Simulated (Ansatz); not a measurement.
Input for Ansatz (development build ahead of 0.2.0):

```yaml
crystal:
  periodic: [false, false, false]
  atoms:
    - { symbol: Sc, position_ang: [0.0, 0.0, 0.0] }
    - { symbol: C, position_ang: [0.0, 0.0, 2.1] }
    - { symbol: O, position_ang: [0.0, 0.0, 3.25] }
basis:
  gaussian: { orbitals: pcseg-2 }
magnetization:
  initial_magnetization: 3
hamiltonian:
  xc: pbe0
```

The input is written out in the form of the current development build from the run's settings.

Results

```json
{
 "Converged": "yes",
 "Total energy": "-873.69186 hartree",
 "Spin squared of the determinant": "3.750",
 "Stability test": "minimum among restricted orbitals"
}
```

Caution: other spin multiplicities may lie lower.
